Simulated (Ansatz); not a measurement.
Species: C$_{3}$H$_{8}$Si$_{2}$, SMILES `[SiH2]=C=CC[SiH3]` (charge 0, multiplicity 1).

### Question
Give a relaxed geometry from B3LYP-D3(BJ)/def2-TZVP run with Ansatz (a first-principles code).

### Answer
One answer among several that fit: the end point of this relaxation, one of several conformers (outside a Z-matrix the atoms follow the SMILES, hydrogens last).
Bonded distances (Å): Si1–C2 1.679, Si1–H6 1.470, Si1–H7 1.470, C2–C3 1.310, C3–C4 1.500, C3–H8 1.092, C4–Si5 1.893, C4–H9 1.094, C4–H10 1.091, Si5–H11 1.483, Si5–H12 1.480, Si5–H13 1.482. Angles (°): C2–Si1–H6 121.7, C2–Si1–H7 121.8, H6–Si1–H7 116.4, Si1–C2–C3 178.0, C2–C3–C4 125.7, C2–C3–H8 119.1, C4–C3–H8 115.2, C3–C4–Si5 110.7, C3–C4–H9 110.6, C3–C4–H10 110.6, Si5–C4–H9 108.3, Si5–C4–H10 108.3, H9–C4–H10 108.3, C4–Si5–H11 110.0, C4–Si5–H12 109.6, C4–Si5–H13 109.9, H11–Si5–H12 109.4, H11–Si5–H13 108.8, H12–Si5–H13 109.1.
